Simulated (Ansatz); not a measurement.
Geometry optimisation, RKS B3LYP-D4/def2-SVP (Ansatz).

The input (input.yaml):

```yaml
crystal:
  periodic: [false, false, false]
  atoms:
    - { symbol: Zr, position_ang: [0.182815, -0.046606, 0.048342] }
    - { symbol: Cl, position_ang: [0.551934, 0.026727, 2.491207] }
    - { symbol: Cl, position_ang: [2.319474, 0.050463, -0.865924] }
    - { symbol: Cl, position_ang: [-0.947911, 1.799194, -0.836973] }
    - { symbol: Cl, position_ang: [-0.731726, -2.056475, -0.713385] }
    - { symbol: P, position_ang: [-3.289792, 0.225036, 1.502565] }
    - { symbol: H, position_ang: [-3.338282, -0.548506, 0.299146] }
    - { symbol: H, position_ang: [-3.457432, -0.928369, 2.342134] }
    - { symbol: H, position_ang: [-1.869382, 0.166437, 1.623789] }
basis:
  gaussian: { orbitals: def2-SVP }
hamiltonian:
  xc: b3lyp
  dispersion: d4
relax:
  f_tol: 0.03
  max_steps: 50
```

Command:

```bash
$ ansatz run input.yaml --threads 4 --pin off --max-ram 5120MiB --backend cpu --events-out ev --progress --plain --runs-dir out
```

Problem. Where does it end, and by what steps?

Solution. The run converged. The force dipped under the threshold on the way, but the program's further checks kept it going. After 13 steps the energy has fallen by 0.177 eV; H9 moved furthest, 0.69 Å.

```tsv
step	energy less start (eV)	largest force component (eV/Å)	accepted
0	0.0000	1.386	yes
1	-0.0894	1.184	yes
2	-0.1419	0.151	yes
3	-0.1551	0.337	yes
4	-0.1713	0.067	yes
5	-0.1729	0.039	yes
6	-0.1753	0.048	yes
7	-0.1759	0.051	yes
8	-0.1762	0.040	yes
9	-0.1765	0.015	yes
10	-0.1768	0.033	yes
11	-0.1768	0.071	yes
12	-0.1771	0.051	yes
13	-0.1773	0.019	yes
```

```xyz
9
Properties=species:S:1:pos:R:3
Zr 0.442 -0.077 -0.068
Cl 0.749 -0.029 2.249
Cl 2.522 0.086 -1.112
Cl -0.874 1.730 -0.749
Cl -0.556 -2.091 -0.708
P -3.603 0.196 1.483
H -3.070 -0.596 0.419
H -3.869 -0.948 2.299
H -2.321 0.415 2.077
```

Whether the end is a true minimum wasn't checked by a vibrational analysis.

The run took 55 s on 4 threads of Arm Neoverse V1 (shared host), peak memory 0.43 GiB.
